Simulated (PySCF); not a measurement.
## Correlation energy of Se⁺ (selenium, charge +1)

[Ar] 3d10 4s2 4p3, high-spin 4S determinant. All numbers are calculated (PySCF 2.14, scalar relativity through the core potential, in aug-cc-pVDZ-PP with ECP10MDF (5s4p3d, 32 functions)). Frozen: 3s2 3p6 3d10; 5 electrons correlated.

MP2 pair energies summed by pair of shells (mhartree):

```json
{"pair": "4s-4p", "energy": "-37.57", "share (%)": "65.2"}
{"pair": "4p-4p", "energy": "-13.57", "share (%)": "23.6"}
{"pair": "4s-4s", "energy": "-6.46", "share (%)": "11.2"}
```

Total MP2 correlation energy: -57.60 mhartree.

Same-spin part -15.52 and opposite-spin part -42.08 mhartree; SCS-MP2 scales them by 1/3 and 6/5 to -55.67 mhartree.

```json
{"level": "CCSD", "correlation energy (mhartree)": "-72.41"}
{"level": "(T)", "correlation energy (mhartree)": "-0.82"}
{"level": "CCSD(T)", "correlation energy (mhartree)": "-73.23"}
```

Diagnostics: T1 = 0.0018, D1 = 0.0031, largest double amplitude 0.046.

Cost of the coupled-cluster step: 0.14 s of wall time on 1 thread of Neoverse-V2 (shared host), for 5 correlated electrons.

Iterations:

```
CC2 = 0
CCSD nocc = (np.int64(4), np.int64(1)), nmo = (23, 23)
frozen orbitals [[0, 1, 2, 3, 4, 5, 6, 7, 8], [0, 1, 2, 3, 4, 5, 6, 7, 8]]
max_cycle = 100
direct = 0
conv_tol = 1e-08
conv_tol_normt = 1e-06
diis_space = 8
diis_start_cycle = 0
Init t2, MP2 energy = -0.0575971609286608
Init E_corr(UCCSD) = -0.0575971609382723
cycle = 1  E_corr(UCCSD) = -0.0692024183788219  dE = -0.0116052574  norm(t1,t2) = 0.0366645
cycle = 2  E_corr(UCCSD) = -0.0716039112675805  dE = -0.00240149289  norm(t1,t2) = 0.00970196
cycle = 3  E_corr(UCCSD) = -0.0724283790554921  dE = -0.000824467788  norm(t1,t2) = 0.00322544
cycle = 4  E_corr(UCCSD) = -0.0724105221409387  dE = 1.78569146e-05  norm(t1,t2) = 0.000414322
cycle = 5  E_corr(UCCSD) = -0.0724109255201965  dE = -4.03379258e-07  norm(t1,t2) = 4.69521e-05
cycle = 6  E_corr(UCCSD) = -0.0724105958361516  dE = 3.29684045e-07  norm(t1,t2) = 9.22428e-06
cycle = 7  E_corr(UCCSD) = -0.0724108015704401  dE = -2.05734288e-07  norm(t1,t2) = 1.62638e-06
cycle = 8  E_corr(UCCSD) = -0.0724107323983032  dE = 6.91721369e-08  norm(t1,t2) = 2.2524e-07
cycle = 9  E_corr(UCCSD) = -0.0724107366995029  dE = -4.30119969e-09  norm(t1,t2) = 4.02665e-08
UCCSD converged
E(UCCSD) = -371.6056604776322  E_corr = -0.07241073669950286
UCCSD(T) correction = -0.000817207219094526
```
